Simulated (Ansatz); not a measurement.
CH4BFO (`OBCF`), 8 atoms. The species carries charge 0 and has multiplicity 1. All runs use 2 threads of an Arm Neoverse V1 on a shared host. Correlated methods freeze the cores. Open-shell runs search over several starts.

(1) How many basis functions does each run have, and how long does it take in Ansatz? UHF-MP2/def2-TZVPP energy of the cation; RKS PBE0-D4/def2-QZVPP energy; RKS ωB97M-V/def2-QZVPP energy; RHF-CCSD(T)/def2-SVP energy; RKS r2SCAN0-D4/def2-TZVPP energy; RHF-CCSD(T)/def2-TZVPP energy; direct RPA on PBE orbitals/def2-TZVPP energy; UKS r2SCAN-D4/def2-TZVPP energy of the cation; RKS PBE-QIDH (frozen core)/def2-TZVPP energy; UHF-MP2/def2-QZVPP energy of the cation; RKS r2SCANh-D4/def2-TZVPP energy; RKS PBE0-D4/def2-SVP energy. (Estimate.)

## Answers

(1) Computed: Other jobs shared the machine, so times are rough.

```csv
level,job,functions,wall time,peak host memory (GiB)
RKS PBE0-D4/def2-SVP,energy,76,0.91 s,0.12
RHF-CCSD(T)/def2-SVP,energy,76,2.3 s,0.22
RKS r2SCAN0-D4/def2-TZVPP,energy,180,3.8 s,0.33
RKS PBE-QIDH (frozen core)/def2-TZVPP,energy,180,3.9 s,0.32
RKS r2SCANh-D4/def2-TZVPP,energy,180,4.2 s,0.33
direct RPA on PBE orbitals/def2-TZVPP,energy,180,4.5 s,0.32
RKS PBE0-D4/def2-QZVPP,energy,348,7 s,0.89
UHF-MP2/def2-TZVPP,energy of the cation,180,9.5 s,0.35
UKS r2SCAN-D4/def2-TZVPP,energy of the cation,180,13 s,0.27
RKS ωB97M-V/def2-QZVPP,energy,348,17 s,1.1
RHF-CCSD(T)/def2-TZVPP,energy,180,57 s,1.9
UHF-MP2/def2-QZVPP,energy of the cation,348,61 s,1.4
```
